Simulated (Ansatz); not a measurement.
Computed with Ansatz on PBE0-D4/def2-TZVP structures; ΔE is electronic, products minus reactants. CBS: MP2 limit from def2 TZ/QZ plus the TZ coupled-cluster correction, frozen cores. DFT in def2-TZVPP. HSE06 is defined as in plane-wave codes. For Ga outer-core shells are correlated without core-valence functions, which leaves a few kJ/mol of doubt a bond. Scalar relativity is left out up to krypton. Each species was taken in one conformer, which may not be the lowest.

Reaction (redistribution): `N[SiH](F)CO` + `[F][GaH][SiH3]` → `N[SiH2]CO` + `[F][Ga]([F])[SiH3]`

`N[SiH](F)CO`:

Z-matrix (Å, degrees):
```
Si
F 1 1.607
C 1 1.878 2 108.1
N 1 1.692 2 114.4 3 -118.7
H 1 1.482 2 104.6 3 120.3
O 3 1.423 1 107.8 2 -84.1
H 3 1.098 1 109.7 2 37.7
H 3 1.099 1 108.8 2 154.8
H 4 1.005 1 123.4 2 -67.2
H 4 1.008 1 118.6 2 85.0
H 6 0.960 3 108.9 1 179.4
```

`[F][GaH][SiH3]`:

Cartesian coordinates in Å:
```
F 0.969 -0.095 2.353
Ga 0.722 0.765 0.831
Si -0.563 -0.506 -0.757
H 1.388 2.181 0.834
H -1.922 -0.756 -0.206
H -0.696 0.222 -2.047
H 0.102 -1.812 -1.007
```

`N[SiH2]CO`:

```xyz
11

N     0.499   -0.025   -1.482
Si   -0.117    0.874   -0.135
C    -0.163   -0.362    1.286
O    -0.682   -1.601    0.830
H     0.115    0.149   -2.397
H     1.488   -0.211   -1.551
H    -1.482    1.309   -0.531
H     0.694    2.068    0.245
H     0.841   -0.487    1.722
H    -0.806   -0.004    2.096
H    -0.387   -1.709   -0.083
```

`[F][Ga]([F])[SiH3]`:

Cartesian coordinates in Å:
```
F -1.079 2.373 0.662
Ga 0.007 1.272 -0.157
F 1.109 2.159 -1.187
Si -0.009 -1.099 0.121
H 0.671 -1.731 -1.034
H -1.415 -1.559 0.217
H 0.715 -1.414 1.378
```

(1) Is it downhill or uphill in electronic energy at CCSD(T)/CBS, and by how much? (Estimate.)

(2) What do these levels give: PBE0-D4, B2PLYP, BLYP, HSE06, CCSD(T)/def2-TZVPP, HF/def2-QZVPP? (Estimate.)

Largest T1 diagnostic among the species: 0.015.

## Answers

(1) The calculation gave: Uphill: ΔE = +60.0 kJ/mol.

(2) The calculation gave: PBE0-D4 55.5, B2PLYP 55.5, BLYP 50.2, HSE06 54.6, CCSD(T)/def2-TZVPP 55.6, HF/def2-QZVPP 67.8 kJ/mol.

Leaving LDA and LC-ωPBE aside and taking each functional with its dispersion term where it has one, the values, not all of them listed here, spread over 16.0 kJ/mol, from revPBE-D4 to BHLYP-D4. LDA lies +7.1 kJ/mol from PBE without D4. From BLYP to BHLYP (50 % exact exchange), in def2-TZVPP and without D4, ΔE moves by +13.1 kJ/mol. At CCSD(T), def2-SVP lies −25.9 kJ/mol from the extrapolated value and def2-TZVPP −4.4 kJ/mol.
